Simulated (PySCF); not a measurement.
A structure optimised at PBE-D3(BJ)/def2-SVP, used in a PySCF frequency run:

```xyz
9

Zn     0.0456     0.4070     0.0000
O      0.5373    -1.3101     0.0000
C     -0.3552    -2.3895     0.0000
H     -1.0239    -2.4302    -0.8979
H      0.2235    -3.3434     0.0000
H     -1.0239    -2.4302     0.8979
N     -0.0774     2.2316     0.0000
H     -0.5849     2.5958     0.8187
H     -0.5849     2.5958    -0.8187
```
Charge 0, spin multiplicity 1.

Task: Write its SMILES, formula and point group.

Result: C[O][Zn][NH2], CH5NOZn, Cs

Task: What are its rotational constants (standard atomic weights)?

Result: 41.815, 2.3383, 2.2738 GHz
